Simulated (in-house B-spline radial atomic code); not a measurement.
I⁷⁺. Computed with a B-spline radial atomic code. Model: all-electron spherical atom, spin shells full or empty, radial basis limit, no spin-orbit coupling, Breit or QED, empty-state partial waves extrapolated as (l+1/2)^-4, RPA, G0W0 and static COHSEX of the highest shell as one setting changes (uncorrelated shells keep exact exchange).

Given: element I; charge 7; filled core Kr; hamiltonian one-electron scalar X2C; mean-field start LDA VWN5; highest l of empty states 9; nuclear rms radius 4.75 fm; highest mean-field shell 4d.

Shell: 4d 5 5 (electrons up and down).

| lowest nl shells left uncorrelated | RPA correlation energy (hartree) | G0W0 level (eV) | G0W0 minus most complete (meV) | COHSEX level (eV) | linearised minus solved G0W0 (meV) |
| --- | --- | --- | --- | --- | --- |
| 0 | -3.7144 | -151.94 | 0 | -156.05 | -18.8 |
| 1 | -3.5352 | -151.94 | 0.2 | -156.05 | -18.8 |
| 2 | -3.3388 | -151.94 | 5.1 | -156.05 | -18.8 |
| 3 | ? | ? | ? | ? | ? |
| 4 | -2.5933 | -151.91 | 26 | -156.04 | -18.7 |
| 5 | -2.052 | -151.88 | 60.5 | -155.99 | -18.6 |
| 6 | -1.1916 | -151.77 | 175.7 | -155.72 | -18.3 |
| 7 | ? | ? | ? | ? | ? |
| 8 | -0.57959 | -152.72 | -775.2 | -156.41 | -18.4 |

What follows for lowest nl shells left uncorrelated = 7?

RPA correlation energy -1.0265 hartree; G0W0 level -151.83 eV; G0W0 minus most complete 110.6 meV; COHSEX level -155.69 eV; linearised minus solved G0W0 -18.7 meV.

What follows for lowest nl shells left uncorrelated = 3?

RPA correlation energy -2.7767 hartree; G0W0 level -151.93 eV; G0W0 minus most complete 15.6 meV; COHSEX level -156.06 eV; linearised minus solved G0W0 -18.7 meV.
